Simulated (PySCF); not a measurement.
Harmonic spectrum computed at PBE0 in the def2-TZVP basis family (core potentials from Rb on, PySCF, no spin–orbit coupling):

```json
{"ω (cm⁻¹)": "279", "IR (km/mol)": "46.3"}
{"ω (cm⁻¹)": "381", "IR (km/mol)": "72.6"}
{"ω (cm⁻¹)": "1864", "IR (km/mol)": "226"}
```

Question: Which molecule gave it? In each, all ligands are bound to the one heavy central atom.
A. SiHCl (singlet)
B. AlHCl (doublet)
C. CoHCl (quartet)
D. MoHCl (quintet)
E. RuHCl (quintet)

Answer: E. It has Cs symmetry with Ru–Cl 2.258 Å, Ru–H 1.667 Å.
